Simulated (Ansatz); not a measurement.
The inner images of a band of AlBH6O2 (10 atoms, charge 0, multiplicity 1) are given out of order.

Method: RKS B3LYP-D4/6-31G* in Ansatz 0.2.0.

Initial state:

```xyz
10
Properties=species:S:1:pos:R:3
B -0.193 0.448 0.614
O -0.507 -0.737 1.293
H -0.692 -1.459 0.680
H 1.170 0.691 0.662
H -0.457 0.590 -0.549
O -0.655 1.641 1.483
Al 1.164 2.009 1.785
H 1.601 1.509 3.220
H 1.654 3.323 1.059
H -1.181 1.279 2.217
```

Final state:

```xyz
10
Properties=species:S:1:pos:R:3
B 0.154 0.474 0.276
O -0.836 -0.888 1.156
H -1.735 -0.523 1.214
H 1.047 -0.215 -0.144
H -0.721 0.819 -0.483
O 0.429 1.302 1.364
Al 1.144 2.647 2.104
H 0.939 2.761 3.672
H 1.952 3.711 1.252
H -0.471 -0.794 2.054
```

Problem. Put them in order from the first end to the last, with their energies above the first end.
A.
```xyz
10
Properties=species:S:1:pos:R:3
B -0.101 0.079 0.091
O -0.528 -1.033 0.786
H -1.490 -1.125 0.739
H 1.085 0.189 -0.043
H -0.867 0.712 -0.579
O -0.189 1.435 1.829
Al 1.113 2.485 2.282
H 1.627 2.406 3.779
H 1.667 3.447 1.164
H -0.416 0.700 2.417
```
B.
```xyz
10
Properties=species:S:1:pos:R:3
B -0.051 0.320 0.473
O -0.441 -0.927 0.989
H -1.318 -1.165 0.655
H 1.205 0.484 0.547
H -0.529 0.727 -0.554
O -0.527 1.472 1.664
Al 1.114 2.171 1.921
H 1.572 2.064 3.442
H 1.656 3.269 0.934
H -0.779 0.880 2.395
```
C.
```xyz
10
Properties=species:S:1:pos:R:3
B -0.066 0.603 0.285
O -0.489 -0.903 1.155
H -1.441 -1.059 1.032
H 0.906 0.289 -0.351
H -1.085 0.839 -0.318
O 0.147 1.343 1.488
Al 1.159 2.513 2.188
H 1.242 2.513 3.772
H 1.928 3.517 1.240
H -0.399 -0.361 1.974
```
D.
```xyz
10
Properties=species:S:1:pos:R:3
B 0.066 0.563 0.262
O -0.642 -0.961 1.196
H -1.601 -0.926 1.048
H 0.968 0.025 -0.322
H -0.939 0.839 -0.352
O 0.372 1.351 1.370
Al 1.169 2.631 2.142
H 1.075 2.645 3.725
H 1.939 3.732 1.302
H -0.505 -0.605 2.093
```
E.
```xyz
10
Properties=species:S:1:pos:R:3
B -0.167 0.488 0.248
O -0.432 -0.855 1.017
H -1.377 -1.072 0.991
H 0.829 0.418 -0.418
H -1.170 0.912 -0.265
O 0.107 1.172 1.637
Al 1.162 2.391 2.269
H 1.380 2.352 3.834
H 1.766 3.454 1.273
H -0.196 0.033 1.878
```

Solution. B (+0.40 eV), A (+0.63 eV), E (+1.19 eV), C (+0.66 eV), D (+0.59 eV).

Time of the run: 2.8 min on 2 threads of Intel(R) Xeon(R) 6975P-C (Granite Rapids), on a shared host, peak memory 0.17 GiB.
